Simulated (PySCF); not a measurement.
# I: ionisation energy

I [Kr] 4d10 5s2 5p5 (2P) → I⁺ [Kr] 4d10 5s2 5p4 (3P), as a difference of total energies. Calculation: PySCF 2.14, in aug-cc-pwCVDZ-PP with ECP28MDF; a scalar-relativistic core potential. Correlated levels: valence: 4s2 4p6 4d10 frozen. The calculations carry no spin-orbit coupling.

| method | ionisation energy (eV) | error (eV) |
| --- | --- | --- |
| UHF | 9.584 | -0.935 |
| MP2 (valence) | 10.144 | -0.375 |
| SCS-MP2 (valence) | 10.127 | -0.392 |
| CCSD (valence) | 10.127 | -0.392 |
| CCSD(T) (valence) | 10.146 | -0.373 |

Reference: 10.519 eV (measured; NIST levels, between the centres of gravity of the two terms).

Errors of the correlated levels include the incompleteness of this basis and the frozen core.
